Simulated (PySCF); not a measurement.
Identify the compound

Molecular formula: C5H13NSi2. Simulated spectra:

$^{1}$H NMR (400 MHz, computed): δ 5.90 (m, 1H), 5.57 (m, 1H), 5.42 (m, 1H), 4.72 (s, 6H), 2.75 (m, 1H), 1.36 (m, 1H), 1.16 (m, 1H), 0.79 (m, 1H).

$^{13}$C{$^{1}$H} NMR (computed): δ 146.3 (CH), 120.7 (CH2), 41.5 (CH), 27.2 (CH), 18.3 (CH2).

No relativistic terms, isolated molecule, equivalent nuclei averaged, single conformer. PBE0/pcSseg-1 with gauge-including orbitals; coordinates at the GFN2-xTB level; PySCF 2.14.0 with density-fitted response routines.

Shifts are taken against calculated references (same method and geometry level): TMS for $^{1}$H (σ = 31.72 ppm) and $^{13}$C (σ = 186.93 ppm).

**Question.** What is the structure?

**Answer.** 
1. Rings plus π bonds: 2 (1 ring in the answer).
2. 5 carbon signals for 5 carbons: no two carbons are equivalent.
3. Carbon types of the structure: 3 × CH, 2 × CH2, leaving 6 H on heteroatoms.
4. δC 146.3: alkene CH; an sp2 carbon of a C=C bond.
5. δC 120.7: terminal =CH2 carbon; as expected for a trigonal carbon in a double bond.
6. δC 41.5, 27.2, 18.3: three-membered-ring carbon.
7. δH 5.90: hydrogen on an alkene CH; a vinylic proton, deshielded by the sp2 carbon and the C=C anisotropy.
8. δH 5.57, 5.42: hydrogen on a terminal =CH2 carbon; attached to an sp2 carbon and in the plane of the double bond.
9. δH 4.72: hydrogen on a silicon bonded to N.
10. δH 2.75, 1.36, 1.16, 0.79: hydrogen on a three-membered-ring carbon.

Structure: SMILES C=C[C@@H]1C[C@@H]1N([SiH3])[SiH3].

The shifts were computed for this structure.

Shifts are as computed. Against solution values, carbons near 30 ppm lie about +3 ppm off and those near 130 ppm about +5 ppm. Of 1211 compounds with measured shifts, 218 miss one by over three times the rms of a fit or turn the order of signals round; such compounds aren't used in these exercises. No couplings were computed; multiplicities are counted from neighbouring protons, with m where these are inequivalent, close in shift, in a saturated or five-membered ring or joined by F or P, and br s for small geminal =CH2 splittings.
